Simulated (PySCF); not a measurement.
These 3 structures share the formula CH7NOSi. Level of theory: PBE0-D3(BJ)/def2-SVP geometry optimisation, gas phase (PySCF 2.14.0). One conformer each; no zero-point energy, no entropy. No frequencies were run at this level. Point groups hold within 0.08 Å.

Question: Rank from lowest to highest electronic energy at this level (kcal/mol).
A. `[CH3:1][O:2][SiH2:3][NH2:4]` with C1–O2–Si3–N4 175°, O2–Si3–N4–H 75° and -68°
B. `[CH3:1][NH:2][SiH2:3][OH:4]` with C1–N2–Si3–O4 88°, N2–Si3–O4–H -66°
C. `[NH2:1][CH2:2][SiH2:3][OH:4]` with H–N1–C2–Si3 -80° and 162°, N1–C2–Si3–O4 -34°, C2–Si3–O4–H 17°

Answer: B (0.0), A (3.8), C (14.4).

As drawn, the highest has an Si–C bond, which the lowest lacks.

| SMILES | E (Eh) | E rel (kcal/mol) | dipole (D) | point group | A, B, C (MHz) |
| --- | --- | --- | --- | --- | --- |
| CN[SiH2]O | -461.30740 | 0.0 | 2.16 | C1 | 13500, 3210, 2933 |
| CO[SiH2]N | -461.30131 | 3.8 | 0.54 | near Cs | 19558, 3069, 2835 |
| NC[SiH2]O | -461.28439 | 14.4 | 3.47 | C1 | 9278, 4402, 3311 |
